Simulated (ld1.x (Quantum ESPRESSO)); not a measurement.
# PBEsol TM dataset for Ni (Z = 28), scalar-relativistic all-electron reference.

Input for ld1.x (Quantum ESPRESSO) 7.5:

```
&input
   title='Ni', zed=28., rel=1, dft='PBESOL', iswitch=3,
   config='[Ar] 3d9 4s1 4p0',
   nld=3, rlderiv=2.55, eminld=-7.0, emaxld=5.0, deld=0.02
 /
 &inputp
   pseudotype=2, tm=.true., lloc=2,
   nlcc=.true., new_core_ps=.true., rcore=0.70,
   file_pseudopw='Ni.UPF', file_wfcaegen='ae.wfc', file_wfcncgen='nc.wfc', file_beta='beta', file_chi='chi'
 /
3
4S  1  0   1.00   0.00  2.35  2.35  0.0
3P  2  1   6.00   0.00  0.85  0.85  0.0
3D  3  2   9.00   0.00  1.20  1.20  0.0
 &test
   configts(1)='3p6 3d9 4s1 4p0'
 /
```

Command:

```bash
ld1.x < Ni.in > Ni.out
```

The program printed (shortened: banner, matrices, multipoles, cross overlaps and the repeated all-electron block are left out):

```
Program LD1 v.7.5
     --------------------------- All-electron run ----------------------------

     Ni
     scalar relativistic calculation

     atomic number is 28.00
     dft =PBESOL   lsd =0 sic =0 latt =0  beta=0.20 tr2=1.0E-14
     Exchange-correlation= PBESOL
                           (   1   4  10   8   0   0   0)
     mesh =1195 r(mesh) =  98.77016 a.u. xmin = -7.00 dx = 0.01250
     1 Ry =  13.60569312 eV, c = 137.03599908

     n l     nl                  e(Ry)          e(Ha)          e(eV)
     1 0     1S 1( 2.00)      -602.6422      -301.3211     -8199.3650
     2 0     2S 1( 2.00)       -71.6831       -35.8416      -975.2989
     2 1     2P 1( 6.00)       -61.6407       -30.8204      -838.6649
     3 0     3S 1( 2.00)        -7.7705        -3.8853      -105.7234
     3 1     3P 1( 6.00)        -4.8753        -2.4377       -66.3322
     3 2     3D 1( 9.00)        -0.3429        -0.1714        -4.6649
     4 0     4S 1( 1.00)        -0.3302        -0.1651        -4.4932
     4 1     4P 1( 0.00)        -0.0512        -0.0256        -0.6961

     final scf error:  5.9E-15 reached in  31 iterations

     Etot =   -3038.591457 Ry,   -1519.295729 Ha,  -41342.142892 eV

     Ekin =    3080.403773 Ry,    1540.201886 Ha,   41911.028425 eV
     Encl =   -7305.183289 Ry,   -3652.591645 Ha,  -99392.082040 eV
     Eh   =    1310.444714 Ry,     655.222357 Ha,   17829.508636 eV
     Exc  =    -124.256655 Ry,     -62.128327 Ha,   -1690.597913 eV

     normalization and overlap integrals

     s(1S/1S) =  1.000000  <r> =   0.0541  <r2> =    0.0039  r(max) =   0.0353
     s(2S/2S) =  1.000000  <r> =   0.2451  <r2> =    0.0709  r(max) =   0.2055
     s(2P/2P) =  1.000000  <r> =   0.2154  <r2> =    0.0570  r(max) =   0.1641
     s(3S/3S) =  1.000000  <r> =   0.7436  <r2> =    0.6397  r(max) =   0.6410
     s(3P/3P) =  1.000000  <r> =   0.7846  <r2> =    0.7290  r(max) =   0.6491
     s(3D/3D) =  1.000000  <r> =   1.1111  <r2> =    1.7707  r(max) =   0.6331
     s(4S/4S) =  1.000000  <r> =   2.9980  <r2> =   10.6070  r(max) =   2.3521
     s(4P/4P) =  1.000000  <r> =   5.1500  <r2> =   33.0828  r(max) =   3.5977

     ------------------------ End of All-electron run ------------------------

     --------------------- Generating NC pseudopotential ---------------------

      Generating local pot.: lloc=2, matching radius rcloc =   1.2000

      Computing core charge for nlcc:

       r > 0.71 : true rho core
      Core charge pseudized with two Bessel functions
      Integrated core pseudo-charge :   2.73

      Wfc   4S  rcut= 2.323  Using Troullier-Martins method

      Wfc   3P  rcut= 0.855  Using Troullier-Martins method

     ------------------- End of pseudopotential generation -------------------

     Computing logarithmic derivative in   2.55120
     Computing logarithmic derivative in   2.55120
     Computing the partial wave expansion
     R is outside the sphere for l=    0 j= 0.00
     R is outside the sphere for l=    1 j= 0.00
       no projector for channel:   2

     ---------------------- Testing the pseudopotential ----------------------

     Ni
     scalar relativistic calculation

     atomic number is 28.00   valence charge is 16.00
     dft =PBESOL   lsd =0 sic =0 latt =0  beta=0.20 tr2=1.0E-14
     mesh =1195 r(mesh) =  98.77016 xmin = -7.00 dx = 0.01250

     n l     nl             e AE (Ry)        e PS (Ry)    De AE-PS (Ry)
     2 1     3P   1( 6.00)       -4.87533       -4.87546        0.00013
     3 2     3D   1( 9.00)       -0.34286       -0.34287        0.00001
     1 0     4S   1( 1.00)       -0.33024       -0.33024        0.00000
     3 1     4P   1( 0.00)       -0.05116       -0.04882       -0.00234

     eps = 5.7E-15  iter = 21

     Etot =   -3038.591457 Ry,   -1519.295729 Ha,  -41342.142892 eV
     Etotps =  -257.603125 Ry,    -128.801563 Ha,   -3504.869072 eV

     Ekin =     178.861756 Ry,      89.430878 Ha,    2433.538161 eV
     Encl =    -662.305988 Ry,    -331.152994 Ha,   -9011.132026 eV
     Ehrt =     227.500998 Ry,     113.750499 Ha,    3095.308759 eV
     Ecxc =     -35.439936 Ry,     -17.719968 Ha,    -482.184897 eV
     (Ecc =      -4.089401 Ry,      -2.044701 Ha,     -55.639141 eV)
     Epseu=      33.780045 Ry,      16.890023 Ha,     459.600931 eV

     ---------------------- End of pseudopotential test ----------------------
```

Note: ghost state, extra bound levels that the all-electron valence spectrum of the same l lacks: s at -313.9 eV. A true bound ghost makes a file unfit for plane-wave use.

Generation and configuration tests took about 1.5 s on one core of a shared server CPU.
